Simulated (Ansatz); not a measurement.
Consider the cleavage of the B–B bond: `CBBF` + `C[SiH2]N` → `CBN[SiH2]C` + `BF`.

Calculated with Ansatz (gas phase, PBE0-D4/def2-TZVP geometries, no zero-point term in ΔE). CCSD(T)/CBS adds triple-zeta CCSD(T) − MP2 to the extrapolated MP2 energy (def2 sets, frozen cores). This one scheme is used for every species. DFT in def2-TZVPP. Each species was taken in one conformer, which may not be the lowest.

```json
{"species": "`CBBF`", "r2SCAN0 energy (Eh)": "-190.62552"}
{"species": "`C[SiH2]N`", "r2SCAN0 energy (Eh)": "-386.54835"}
{"species": "`CBN[SiH2]C`", "r2SCAN0 energy (Eh)": "-451.33333"}
{"species": "`BF`", "r2SCAN0 energy (Eh)": "-125.90165"}
```

(1) Work out ΔE.

Largest T1 diagnostic among the species: 0.013.

## Answers

(1) ΔE = (-451.33333) + (-125.90165) − (-190.62552) − (-386.54835) = -0.06111 Eh = -160.4 kJ/mol. CCSD(T)/CBS gives -164.9 kJ/mol.

The D4 term adds −9.1 kJ/mol with B3LYP and −5.3 kJ/mol with PBE0; it sums over pairs of atoms, weighted by their polarisabilities, and B3LYP, whose exchange is more repulsive, gets the larger term. Leaving LDA and LC-ωPBE aside and taking each functional with its dispersion term where it has one, the values, not all of them listed here, spread over 11.7 kJ/mol, from BHLYP-D4 to B97M-V. LDA lies −12.2 kJ/mol from PBE without D4. From BLYP to BHLYP (50 % exact exchange), in def2-TZVPP and without D4, ΔE moves by −8.2 kJ/mol.

B3LYP here is the variant with VWN-RPA as its local correlation; programs differ in this.
